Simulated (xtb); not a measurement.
C₇H₁₅, doublet, from a rough starting geometry; GFN2-xTB (xtb 6.7.1).

Here is a job for xtb.
```
$ xtb mol.xyz --gfn 2 --uhf 1 --opt vtight --json

# file mol.xyz
22

C     -3.93411274     0.63816253     0.17524972
C     -2.75827810    -0.29164469     0.21828374
C     -1.47395290     0.49581355     0.06732294
C     -0.21000545    -0.41603553     0.17403391
C      1.13627359     0.21873448    -0.10313613
C      2.39167895    -0.65460920    -0.00007520
C      3.64026620     0.09217852    -0.32843819
H     -4.53344635     0.70562811     0.99334352
H     -4.06051074     1.22905593    -0.73674398
H     -2.81042244    -1.02779663    -0.54859690
H     -2.69339218    -0.77002431     1.25533395
H     -1.36288415     1.21884248     0.80283241
H     -1.41618025     0.94877019    -0.96044618
H     -0.33875258    -1.28391516    -0.57662687
H     -0.15759362    -0.95497738     1.10153386
H      1.22606612     1.10796289     0.55772907
H      1.07248803     0.67452288    -1.15298307
H      2.21657314    -1.53202588    -0.67282678
H      2.35496842    -1.08016225     0.99030797
H      4.46952754    -0.59470859    -0.28209850
H      3.56466362     0.53809445    -1.29220204
H      3.74032693     0.90483356     0.34146733
```

Q: Predict the main parts of the log of this xtb run.

A: 
```
   ID    Z sym.   atoms
    1    6 C      1-7
    2    1 H      8-22

           -------------------------------------------------
          |                Calculation Setup                |
           -------------------------------------------------

           -------------------------------------------------
          |                 G F N 2 - x T B                 |
           -------------------------------------------------

          ...................................................
          :                      SETUP                      :
          :.................................................:
          :  # basis functions                  43          :
          :  # atomic orbitals                  43          :
          :  # shells                           29          :
          :  # electrons                        43          :
          :  max. iterations                   250          :
          :  Hamiltonian                  GFN2-xTB          :
          :  restarted?                      false          :
          :  GBSA solvation                  false          :
          :  PC potential                    false          :
          :  electronic temp.          300.0000000     K    :
          :  accuracy                    1.0000000          :
          :  -> integral cutoff          0.2500000E+02      :
          :  -> integral neglect         0.1000000E-07      :
          :  -> SCF convergence          0.1000000E-05 Eh   :
          :  -> wf. convergence          0.1000000E-03 e    :
          :  Broyden damping             0.4000000          :
          :  net charge                          0          :
          :  unpaired electrons                  1          :
          ...................................................

 iter      E             dE          RMSdq      gap      omega  full diag
   1    -22.8264808 -0.228265E+02  0.286E+00    8.93       0.0  T
   2    -22.8827606 -0.562798E-01  0.163E+00    8.77       1.0  T
   3    -22.8839253 -0.116470E-02  0.785E-01    9.05       1.0  T
   4    -22.8840802 -0.154952E-03  0.103E-01    9.01       1.0  T
   5    -22.8841150 -0.348078E-04  0.523E-02    9.03       1.0  T
   6    -22.8841157 -0.683346E-06  0.113E-02    9.03       1.9  T
   7    -22.8841160 -0.283444E-06  0.144E-03    9.03      14.8  T
   8    -22.8841160 -0.495654E-08  0.699E-04    9.03      30.5  T
   9    -22.8841160 -0.352141E-09  0.147E-04    9.03     145.2  T

[...]
 * total energy  :   -22.5573581 Eh     change       -0.1404332E-05 Eh
 * total energy  :   -22.5573592 Eh     change       -0.1045879E-05 Eh
 * total energy  :   -22.5573590 Eh     change        0.1809069E-06 Eh
 * total energy  :   -22.5573598 Eh     change       -0.8642029E-06 Eh
 * total energy  :   -22.5573598 Eh     change        0.5326936E-07 Eh
 * total energy  :   -22.5573602 Eh     change       -0.4363112E-06 Eh
 * total energy  :   -22.5573605 Eh     change       -0.3238157E-06 Eh
 * total energy  :   -22.5573608 Eh     change       -0.2886432E-06 Eh
 * total energy  :   -22.5573611 Eh     change       -0.2508611E-06 Eh
 * total energy  :   -22.5573613 Eh     change       -0.1706779E-06 Eh
 * total energy  :   -22.5573614 Eh     change       -0.1046035E-06 Eh
 * total energy  :   -22.5573615 Eh     change       -0.9606257E-07 Eh
   *** GEOMETRY OPTIMIZATION CONVERGED AFTER 43 ITERATIONS ***
         :: total energy             -22.557361458885 Eh    ::
[...]
     1   6 C    3.194 --     2 C    1.107     8 H    0.986     9 H    0.986
     2   6 C    3.997 --     1 C    1.107    10 H    0.966    11 H    0.966
                             3 C    0.941
     3   6 C    3.990 --     4 C    1.005    12 H    0.979    13 H    0.979
                             2 C    0.941
     4   6 C    3.997 --     3 C    1.005     5 C    1.004    15 H    0.977
                            14 H    0.977
     5   6 C    3.997 --     6 C    1.007     4 C    1.004    17 H    0.977
                            16 H    0.977
     6   6 C    3.996 --     7 C    1.019     5 C    1.007    19 H    0.979
                            18 H    0.979
     7   6 C    3.996 --     6 C    1.019    21 H    0.988    22 H    0.988
                            20 H    0.987
     8   1 H    0.999 --     1 C    0.986
     9   1 H    0.999 --     1 C    0.986
    10   1 H    0.998 --     2 C    0.966
    11   1 H    0.998 --     2 C    0.966
    12   1 H    0.999 --     3 C    0.979
    13   1 H    0.999 --     3 C    0.979
    14   1 H    0.999 --     4 C    0.977
    15   1 H    0.999 --     4 C    0.977
    16   1 H    0.999 --     5 C    0.977
    17   1 H    0.999 --     5 C    0.977
    18   1 H    0.999 --     6 C    0.979
    19   1 H    0.999 --     6 C    0.979
    20   1 H    0.998 --     7 C    0.987
    21   1 H    0.999 --     7 C    0.988
    22   1 H    0.999 --     7 C    0.988
 ---------------------------------------------------------------------------

Topologies differ in total number of bonds
Writing topology from bond orders to xtbtopo.mol

molecular dipole:
                 x           y           z       tot (Debye)
 q only:        0.241      -0.074      -0.005
   full:        0.271      -0.039      -0.013       0.696
molecular quadrupole (traceless):
                xx          xy          yy          xz          yz          zz
 q only:       -1.696       0.664       0.930       0.064      -0.080       0.767
  q+dip:       -4.659      -0.253       1.088       0.652       0.479       3.571
   full:       -3.527       0.132       1.177       0.410       0.209       2.351

optimized geometry written to: xtbopt.xyz

           -------------------------------------------------
          | TOTAL ENERGY              -22.557361458885 Eh   |
          | GRADIENT NORM               0.000107630751 Eh/α |
          | HOMO-LUMO GAP               9.836780652976 eV   |
           -------------------------------------------------
```
